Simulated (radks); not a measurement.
Results of a calculation; reference values are marked as such.
Q: Orbital eigenvalues (eV) of the molybdenum ion Mo30+, [Ne] 3s2, of relativity; Dirac values are averaged over j with weights 2j + 1. Spin-unpolarised spherical Kohn-Sham, BLYP, point nucleus unless stated (finite: rms radius 4.4091 fm), a radial shooting solver on a logarithmic mesh with Libxc functionals. A level marked "c x" has the speed of light scaled by that factor.

shell  non-rel.
1s       -20925
2s      -4192.4
2p      -4001.0
3s      -1666.2

Give the values at the level "Dirac, c x 3".

A: 
shell  Dirac, c x 3  change of magnitude (%)
1s           -20978                    +0.25
2s          -4205.9                    +0.32
2p          -4005.4                    +0.11
3s          -1670.2                    +0.24
